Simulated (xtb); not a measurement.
H$_{5}$Si$_{2}$, doublet, from a rough starting geometry; GFN2-xTB (xtb).

xtb was given this input:
```
$ xtb mol.xyz --gfn 2 --uhf 1 --opt vtight --json

# file mol.xyz
7

Si     1.28853151    -0.11961325     0.28282635
Si    -0.93310224     0.11107835    -0.00426029
H      2.17543271     0.99166002    -0.20475775
H      1.99093308    -1.30668586    -0.02757325
H     -1.58838365    -0.37949627     1.22289246
H     -1.31336131     1.49805778    -0.18217191
H     -1.60283844    -0.66702946    -1.08769943
```

Task: Predict the main parts of the log of this xtb run.

Result: 
```
   ID    Z sym.   atoms
    1   14 Si     1, 2
    2    1 H      3-7

           -------------------------------------------------
          |                Calculation Setup                |
           -------------------------------------------------

           -------------------------------------------------
          |                 G F N 2 - x T B                 |
           -------------------------------------------------

          ...................................................
          :                      SETUP                      :
          :.................................................:
          :  # basis functions                  25          :
          :  # atomic orbitals                  23          :
          :  # shells                           11          :
          :  # electrons                        13          :
          :  max. iterations                   250          :
          :  Hamiltonian                  GFN2-xTB          :
          :  restarted?                      false          :
          :  GBSA solvation                  false          :
          :  PC potential                    false          :
          :  electronic temp.          300.0000000     K    :
          :  accuracy                    1.0000000          :
          :  -> integral cutoff          0.2500000E+02      :
          :  -> integral neglect         0.1000000E-07      :
          :  -> SCF convergence          0.1000000E-05 Eh   :
          :  -> wf. convergence          0.1000000E-03 e    :
          :  Broyden damping             0.4000000          :
          :  net charge                          0          :
          :  unpaired electrons                  1          :
          ...................................................

 iter      E             dE          RMSdq      gap      omega  full diag
   1     -5.9280319 -0.592803E+01  0.546E+00    2.52       0.0  T
   2     -5.9903908 -0.623589E-01  0.369E+00    2.12       1.0  T
   3     -5.9923019 -0.191105E-02  0.208E+00    2.28       1.0  T
   4     -5.9926302 -0.328326E-03  0.115E+00    2.14       1.0  T
   5     -5.9934414 -0.811158E-03  0.258E-01    2.19       1.0  T
   6     -5.9934291  0.123170E-04  0.170E-01    2.18       1.0  T
   7     -5.9934512 -0.221509E-04  0.425E-02    2.19       1.0  T
   8     -5.9934506  0.572618E-06  0.284E-02    2.19       1.3  T
   9     -5.9934517 -0.111170E-05  0.108E-02    2.19       3.5  T
  10     -5.9934518 -0.912018E-07  0.361E-03    2.19      10.5  T
  11     -5.9934519 -0.139661E-07  0.906E-04    2.19      41.7  T
  12     -5.9934519 -0.582101E-09  0.542E-04    2.19      69.8  T

   *** convergence criteria satisfied after 12 iterations ***

         :::::::::::::::::::::::::::::::::::::::::::::::::::::
         ::                     SUMMARY                     ::
         :::::::::::::::::::::::::::::::::::::::::::::::::::::
         :: total energy              -5.935611513544 Eh    ::
         :: gradient norm              0.039516178167 Eh/a0 ::
         :: HOMO-LUMO gap              2.194507969044 eV    ::
         ::.................................................::
         :: SCC energy                -5.993450819615 Eh    ::
         :: -> isotropic ES            0.011829170243 Eh    ::
         :: -> anisotropic ES          0.000798993452 Eh    ::
         :: -> anisotropic XC          0.004348107429 Eh    ::
         :: -> dispersion             -0.003975083549 Eh    ::
         :: repulsion energy           0.057839306072 Eh    ::
         :: add. restraining           0.000000000000 Eh    ::
         :: total charge               0.000000000000 e     ::
         :::::::::::::::::::::::::::::::::::::::::::::::::::::

      -----------------------------------------------------------
     |                   =====================                   |
     |                        A N C O P T                        |
     |                   =====================                   |
     |               Approximate Normal Coordinate               |
     |                Rational Function Optimizer                |
      -----------------------------------------------------------
      -----------------------------------------------------------
     |                   =====================                   |
     |                        A N C O P T                        |
     |                   =====================                   |
     |               Approximate Normal Coordinate               |
     |                Rational Function Optimizer                |
      -----------------------------------------------------------

          ...................................................
          :                      SETUP                      :
          :.................................................:
          :   optimization level         verytight          :
          :   max. optcycles                   200          :
          :   ANC micro-cycles                  20          :
          :   degrees of freedom                15          :
          :.................................................:
          :   RF solver                   davidson          :
          :   write xtbopt.log                true          :
          :   linear?                        false          :
          :   energy convergence         0.1000000E-06 Eh   :
          :   grad. convergence          0.2000000E-03 Eh/α :
          :   maxmium RF displ.          1.0000000          :
          :   Hlow (freq-cutoff)         0.1000000E-01      :
          :   Hmax (freq-cutoff)         5.0000000          :
          :   S6 in model hess.         20.0000000          :
          ...................................................

generating ANC from exact Hessian ...
Using Lindh-Hessian (1995)
 Shifting diagonal of input Hessian by    1.0375213492408651E-002
 Lowest  eigenvalues of input Hessian
[...]
 * total energy  :    -5.9377384 Eh     change       -0.5458735E-06 Eh
 * total energy  :    -5.9377389 Eh     change       -0.5473145E-06 Eh
 * total energy  :    -5.9377395 Eh     change       -0.5501293E-06 Eh
 * total energy  :    -5.9377400 Eh     change       -0.5540045E-06 Eh
 * total energy  :    -5.9377406 Eh     change       -0.5596190E-06 Eh
 * total energy  :    -5.9377412 Eh     change       -0.5662164E-06 Eh
 * total energy  :    -5.9377417 Eh     change       -0.5743861E-06 Eh
 * total energy  :    -5.9377423 Eh     change       -0.5831896E-06 Eh
 * total energy  :    -5.9377429 Eh     change       -0.5926570E-06 Eh
 * total energy  :    -5.9377435 Eh     change       -0.6026314E-06 Eh
 * total energy  :    -5.9377441 Eh     change       -0.6129969E-06 Eh
 * total energy  :    -5.9377448 Eh     change       -0.6235208E-06 Eh
 * total energy  :    -5.9377454 Eh     change       -0.6338898E-06 Eh
 * total energy  :    -5.9377460 Eh     change       -0.6438983E-06 Eh
[...]
          :  Broyden damping             0.4000000          :
          :  net charge                          0          :
          :  unpaired electrons                  1          :
          ...................................................

 iter      E             dE          RMSdq      gap      omega  full diag
   1     -5.9922594 -0.599226E+01  0.737E-03    2.20       0.0  T
   2     -5.9922594 -0.141772E-08  0.495E-03    2.20       7.6  T
   3     -5.9922594 -0.635165E-09  0.568E-04    2.20      66.5  T
   4     -5.9922594 -0.118290E-09  0.372E-04    2.20     101.6  T

   *** convergence criteria satisfied after 4 iterations ***

         :::::::::::::::::::::::::::::::::::::::::::::::::::::
         ::                     SUMMARY                     ::
         :::::::::::::::::::::::::::::::::::::::::::::::::::::
         :: total energy              -5.937746694741 Eh    ::
         :: gradient norm              0.000407451092 Eh/a0 ::
         :: HOMO-LUMO gap              2.195261201753 eV    ::
         ::.................................................::
         :: SCC energy                -5.992258386694 Eh    ::
         :: -> isotropic ES            0.011596986857 Eh    ::
         :: -> anisotropic ES          0.000592858585 Eh    ::
         :: -> anisotropic XC          0.004369956187 Eh    ::
         :: -> dispersion             -0.003962982376 Eh    ::
         :: repulsion energy           0.054511691953 Eh    ::
         :: add. restraining           0.000000000000 Eh    ::
         :: total charge               0.000000000000 e     ::
         :::::::::::::::::::::::::::::::::::::::::::::::::::::

           -------------------------------------------------
          |                Property Printout                |
           -------------------------------------------------

    * Orbital Energies and Occupations

         #    Occupation            Energy/Eh            Energy/eV
      -------------------------------------------------------------
         1        2.0000           -0.7340373             -19.9742
         2        2.0000           -0.6181009             -16.8194
         3        2.0000           -0.4245313             -11.5521
         4        2.0000           -0.4200155             -11.4292
         5        2.0000           -0.4171561             -11.3514
         6        2.0000           -0.3758840             -10.2283
         7        1.0000           -0.2801814              -7.6241 (HOMO)
         8                         -0.1995070              -5.4289 (LUMO)
         9                         -0.1792186              -4.8768
        10                         -0.1725313              -4.6948
        11                         -0.1382608              -3.7623
        12                         -0.1351953              -3.6789
        13                         -0.0902412              -2.4556
        14                         -0.0875577              -2.3826
        15                         -0.0816180              -2.2209
        16                         -0.0139726              -0.3802
        17                         -0.0016462              -0.0448
        18                          0.4203520              11.4384
       ...                                ...                  ...
        23                          0.9311248              25.3372
      -------------------------------------------------------------
                  HL-Gap            0.0806744 Eh            2.1953 eV
             Fermi-level           -0.2839384 Eh           -7.7264 eV

     #   Z          covCN         q      C6AA      α(0)
     1  14 Si       2.790     0.254   185.604    29.911
     2  14 Si       3.704     0.348   100.982    19.244
     3   1 H        0.918    -0.097     5.453     3.652
     4   1 H        0.918    -0.100     5.578     3.694
     5   1 H        0.917    -0.137     7.070     4.159
     6   1 H        0.917    -0.142     7.295     4.224
     7   1 H        0.916    -0.125     6.528     3.996

 Mol. C6AA /au·bohr⁶  :       1295.525754
 Mol. C8AA /au·bohr⁸  :      58885.917419
 Mol. α(0) /au        :         68.880053

Wiberg/Mayer (AO) data.
largest (>0.10) Wiberg bond orders for each atom

 ---------------------------------------------------------------------------
     #   Z sym  total        # sym  WBO       # sym  WBO       # sym  WBO
 ---------------------------------------------------------------------------
     1  14 Si   2.942 --     2 Si   1.047     3 H    0.898     4 H    0.898
     2  14 Si   3.829 --     1 Si   1.047     5 H    0.893     6 H    0.892
                             7 H    0.892
     3   1 H    0.991 --     1 Si   0.898
     4   1 H    0.990 --     1 Si   0.898
     5   1 H    0.981 --     2 Si   0.893
     6   1 H    0.980 --     2 Si   0.892
     7   1 H    0.984 --     2 Si   0.892
 ---------------------------------------------------------------------------

Topologies differ in total number of bonds
Writing topology from bond orders to xtbtopo.mol

molecular dipole:
                 x           y           z       tot (Debye)
 q only:        0.364      -0.101       0.151
   full:        0.023      -0.020      -0.082       0.221
molecular quadrupole (traceless):
                xx          xy          yy          xz          yz          zz
 q only:       -1.928       0.116       0.182       0.862      -0.378       1.746
  q+dip:       -1.979       0.490       0.902      -0.040       0.030       1.077
   full:       -2.968       0.485       1.345      -0.213       0.054       1.623

optimized geometry written to: xtbopt.xyz

           -------------------------------------------------
          | TOTAL ENERGY               -5.937746694741 Eh   |
          | GRADIENT NORM               0.000407451092 Eh/α |
          | HOMO-LUMO GAP               2.195261201753 eV   |
           -------------------------------------------------

normal termination of xtb
```

The run did not converge; its last values are not results.
